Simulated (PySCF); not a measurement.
## Spinor energies of Lu (lutetium, neutral)

Start: [Xe] 4f14 5d1 6s2; 5d3/2 filled at m_j = +3/2. Calculated with PySCF 2.14 in x2c-TZVPall-2c: generalised Hartree-Fock with the X2C-1e Hamiltonian and a Gaussian nucleus; one run each with spin-orbit coupling (SO) switched off, then screened by Boettger's factors.

```tsv
spinor shell	electrons	ε, spin-free (eV)	ε, screened SO (eV)	weight of nominal j (screened SO)	rms radius, screened SO (bohr)
1s1/2	2	-63649.6	-63632.7	1.000	0.0219
2s1/2	2	-10969.7	-10964.5	1.000	0.0884
2p1/2	2	-9650.4	-10445.3	1.000	0.0754
2p3/2	4	-9650.4	-9322.3	1.000	0.0825
3s1/2	2	-2544.1	-2542.3	1.000	0.227
3p1/2	2	-2141.0	-2312.8	1.000	0.218
3p3/2	4	-2141.0	-2068.9	1.000	0.232
3d3/2	4	-1653.0	-1683.8	1.000	0.206
3d5/2	6	-1653.0	-1630.9	1.000	0.210
4s1/2	2	-535.76	-535.18	1.000	0.509
4p1/2	2	-401.00	-440.36	1.000	0.520
4d3/2	4	-221.88	-227.93	1.000	0.585
4d5/2	6	-221.88	-217.33	1.000	0.597
5s1/2	2	-73.466	-73.285	1.000	1.27
5p1/2	2	-39.012	-44.458	0.999	1.43
5p3/2	4	-39.012	-36.566	1.000	1.54
4f5/2	6	-22.380	-23.024	1.000	0.796
4f7/2	8	-22.380	-21.409	1.000	0.802
6s1/2	2	-6.133	-6.095	0.976	4.14
5d3/2	1	-5.176	-5.326	0.997	3.05
```

(1) Where does 4p3/2 lie, and what is the 4p spin-orbit splitting (screened SO)?

```json
{"quantity": "E (hartree)", "spin-free": "-14552.39137", "screened SO": "-14566.83068"}
{"quantity": "M_J", "spin-free": "3/2", "screened SO": "3/2"}
{"quantity": "⟨J²⟩", "spin-free": "3.866", "screened SO": "3.779"}
{"quantity": "⟨L²⟩", "spin-free": "6.170", "screened SO": "6.275"}
{"quantity": "⟨S²⟩", "spin-free": "0.842", "screened SO": "0.947"}
```

Each row is a mean over spinors that exchange with the open shell spreads, by up to 1.637 eV (5p1/2).

Breit and QED terms are absent; they matter most for the inner s and p1/2 levels.

Densities and radii are taken from the X2C orbitals without a picture-change correction, which distorts them close to the nucleus.

Without spin-orbit coupling the j labels of p, d and f shells carry no meaning; the spin-free column gives the mean over the occupied spinors of each nl shell, and its ⟨J²⟩ belongs to a mixture of degenerate components.

Results:

(1) At -384.32 eV, 56.038 eV above 4p1/2.
